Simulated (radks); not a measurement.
Species: the zirconium ion Zr11+. Configuration: [Ar] 3d9.75 4s1 4d0.25 (fractional occupations, a model configuration).

Calculated with a radial shooting solver on a logarithmic mesh with Libxc functionals: Dirac Kohn-Sham, PBE, spin-unpolarised, spherical densities, point nucleus; open shells fill j = l - 1/2 first.

Energy parts (hartree):
| part | energy |
|---|---|
| total | -3558.61463 |
| kinetic | 3678.79751 |
| electron-nucleus | -8356.15494 |
| Hartree | 1226.23840 |
| exchange-correlation | -107.49560 |

Orbitals (lengths in bohr, moments of r in powers of bohr; <r^-3> diverges for s and p1/2):
orbital  occ.  eigenvalue (hartree)  <1/r>  <r^-3>  small-component weight
1s1/2       2             -662.9569  41.26       -                2.12e-02
2s1/2       2             -98.68433  9.348       -                4.31e-03
2p1/2       2             -91.04028  9.322       -                4.31e-03
2p3/2       4             -87.87891  8.919    2038                4.19e-03
3s1/2       2             -22.51570  3.190       -                1.14e-03
3p1/2       2             -19.66145  3.090       -                1.09e-03
3p3/2       4             -19.14648  2.995   336.2                1.06e-03
3d3/2       4             -14.12237  2.808   48.38                9.48e-04
3d5/2    5.75             -14.02635  2.783   46.36                9.39e-04
4s1/2       1              -8.41649  1.319       -                3.40e-04
4d3/2    0.25              -5.87281  1.086   9.498                2.55e-04
4d5/2       0              -5.85390  1.081   9.140                2.54e-04

The highest occupied level is 4d3/2 at -159.81 eV. The density falls to 0.001 e/bohr^3 at r = 2.11 bohr. Summed over all electrons, <r^2> = 6.071 bohr^2, which gives a Langevin (diamagnetic) susceptibility term of -4.81 x 10^-6 cm^3/mol.
